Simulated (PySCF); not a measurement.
C5H7N2OS (doublet state).
Z-matrix (Å and degrees, GFN2-xTB geometry), rows numbered from 1:
```
C 
O   1  1.4066
C   2  1.3544  1  116.75
C   3  1.4850  2  117.18  1  -156.23
C   4  1.4963  3  102.92  2    90.08
C   5  1.4168  4  125.37  3   -71.45
N   6  1.3082  5  113.45  4   173.46
S   7  1.6328  6  108.78  5    -0.29
N   5  1.3222  4  122.14  3   101.12
H   1  1.0946  2  111.19  3   -58.27
H   1  1.0953  2  110.90  3    63.14
H   1  1.0884  2  106.63  3  -177.62
H   3  1.0799  2  118.50  1     1.05
H   4  1.0894  3  110.35  2   -28.55
H   4  1.0888  3  111.50  2  -152.26
H   6  1.0748  5  126.08  4    -6.59
```

The hyperfine couplings belong to this conformer and change with its torsions.

The species is `CO[CH]Cc1cnsn1` [radical].

Method used: PySCF, UKS B3LYP, pcH-1 on C H N O S, non-relativistic, mean-field spin-orbit, GIAO. Isolated species at its GFN2-xTB geometry (one conformer only). A GFN2-xTB geometry isn't a minimum of the functional, and hyperfine couplings can be far from their values at a DFT geometry. Stability of the SCF solution: not tested.

Principal values of hyperfine tensors in MHz (contact, dipolar and spin–orbit terms together), for some of the nuclei:

| atom | isotope | A1 | A2 | A3 |
| --- | --- | --- | --- | --- |
| C3 | 13C | 47.86 | 49.34 | 267.36 |
| C5 | 13C | 65.46 | 70.85 | 82.80 |
| H13 | 1H | -83.75 | -49.87 | -15.24 |
| H15 | 1H | 27.61 | 28.85 | 42.00 |
| O2 | 17O | -89.88 | 0.49 | 3.24 |
| C4 | 13C | -19.08 | -17.30 | -14.60 |
| H14 | 1H | 11.93 | 12.52 | 25.30 |
| H11 | 1H | 8.50 | 9.17 | 18.72 |

Task: Split each tensor into its isotropic and traceless parts, and turn a_iso into mT with g = 2.0034.

Result: a_iso = (A1 + A2 + A3)/3, Ti = Ai − a_iso; 1 mT corresponds to 28.041 MHz.

```
atom  a_iso (MHz)  a_iso (mT)      T1      T2      T3
  C3       121.52       4.334  -73.66  -72.18  145.84
  C5        73.04       2.605   -7.58   -2.19    9.77
 H13       -49.62      -1.770  -34.13   -0.25   34.38
 H15        32.82       1.171   -5.21   -3.97    9.18
  O2       -28.72      -1.024  -61.16   29.21   31.95
  C4       -16.99      -0.606   -2.08   -0.31    2.39
 H14        16.58       0.591   -4.66   -4.06    8.72
 H11        12.13       0.433   -3.63   -2.96    6.59
```

Task: What spin density at the nucleus of C4 lies behind its contact coupling (g_N = 1.40482)?

Result: a_FC = 800.24 MHz bohr³ × g_N × ρ(0)/(2S). With a_FC = -17.00 MHz and 2S = 1, ρ(0) = -0.01513 bohr⁻³.

Task: H10 (1H, g_N = 5.58569) isn't in the table. Its spin density at the nucleus is 0.002976 bohr⁻³. What is its contact coupling?

Result: By the same relation, a_FC = 13.30 MHz. Its full tensor has the principal values 9.80, 9.90, 20.22 MHz.

Task: Which nucleus of the table has the largest anisotropic coupling, and what is its form?

Result: C3: -73.7, -72.2, 145.8 MHz (the dipolar term alone has -73.5, -72.3, 145.8), axial, in the ratio −1:−1:+2, the form that spin in one p orbital centred on that nucleus gives.

Task: What first-order splitting does C5 cause when the field lies along A1, A2 or A3 of its tensor (g taken as isotropic, no quadrupole term)?

Result: 2 lines (I = 1/2), spaced by |A_i|/(g × 13.996): 2.33, 2.53, 2.95 mT along the axes of A1, A2 and A3.
